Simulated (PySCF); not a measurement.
Harmonic spectrum computed at PBE in the def2-TZVP basis family (core potentials from Rb on, PySCF, no spin–orbit coupling):

```
symmetry  ω (cm⁻¹)  IR (km/mol, summed over degenerate members)
       e       117                                          0.0
      t2       161                                         21.3
      a1       374                                          0.0
      t2       437                                          242
```

Q: Which molecule gave it? In each, all ligands are bound to the one heavy central atom.
A. GeCl₄ (singlet)
B. SnCl₄ (singlet)
C. CCl₄ (singlet)
D. SiCl₄ (singlet)

A: A. It has Td symmetry with Ge–Cl 2.140 Å (×4).
